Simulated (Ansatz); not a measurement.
Frontier orbitals of C$_{2}$H$_{8}$OSSi, SMILES `CO[SiH2]CS`.

Cartesian coordinates in Å:
```
C 1.850 -1.177 0.022
O 0.686 -0.479 0.396
Si -0.032 0.654 -0.555
C -1.607 1.136 0.318
S -2.655 -0.309 0.638
H 1.709 -1.716 -0.922
H 2.082 -1.902 0.803
H 2.705 -0.499 -0.087
H -0.327 0.091 -1.902
H 0.869 1.833 -0.715
H -1.411 1.687 1.240
H -2.187 1.790 -0.338
H -1.681 -1.109 1.101
```

Charge 0, multiplicity 1. The geometry is a stationary point of PBE0-D4/def2-TZVP. It is one conformer, not always the lowest. Basis def2-TZVPP, Ansatz 0.2.0.

```csv
functional,HOMO (eV),LUMO (eV),gap (eV)
PBE,-5.47,-0.58,4.89
r2SCAN,-5.72,-0.22,5.50
B97M-V,-5.85,-0.40,5.45
PBE0,-6.69,0.30,6.99
CAM-B3LYP,-8.02,1.25,9.27
ωB97M-V,-8.91,1.96,10.87
```

A quarter of exact exchange (PBE0) shifts PBE's HOMO by −1.22 eV and its LUMO by +0.88 eV; full exchange at long range (ωB97M-V) shifts them by −3.44 and +2.54 eV. The gap opens from 4.89 to 10.87 eV, since occupied levels lose self-interaction and empty ones feel all the electrons. A positive LUMO is unbound and depends on the basis.
